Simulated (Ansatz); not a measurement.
**Group exchange: C2H4FI + HOI → C2H3FI2 + H2O**

Species: C2H4FI `CC(F)I`, singlet; HOI (hypoiodous acid) `OI`, singlet; C2H3FI2 `FC(I)CI`, singlet; H2O (water) `O`, singlet. The partners trade H for I: C–H and O–I bonds give way to C–I and O–H.

Shapes, held fixed at every level: PBE0-D4/def2-TZVP. Flexible molecules stand in one conformer, not always the lowest. Programs: Ansatz 0.2.0. The zero-point and thermal change to 298 K, harmonic and unscaled (PBE0-D4/def2-TZVP), is +0.5 kJ/mol.

```tsv
level	kind	ΔH(298 K) (kJ/mol)	less CCSD(T)/def2-TZVPP
HF/def2-SVP	Hartree–Fock	-104.5	+0.1
PBE-D4/def2-TZVPP	GGA	-90.8	+13.8
r2SCAN-D4/def2-TZVPP	meta-GGA	-95.2	+9.4
wB97X-V/def2-TZVPP	range-separated hybrid	-90.9	+13.7
MP2/def2-SVP	perturbation theory	-112.1	-7.5
MP2/def2-TZVPP	perturbation theory	-118.8	-14.2
CCSD/def2-SVP	coupled cluster or CI	-102.6	+2.0
CCSD(T)/def2-TZVPP	coupled cluster or CI	-104.6	0.0
```

The highest level, CCSD(T)/def2-TZVPP, gives ΔH(298 K) = -104.6 kJ/mol; the levels span -118.8 to -90.8. The column of differences is taken from that level and isn't an error. No measured value is set beside it here. For atoms past krypton def2 sets carry core potentials with scalar relativity. Outer-core shells of I are correlated in most correlated rows, in sets that cover them unevenly.
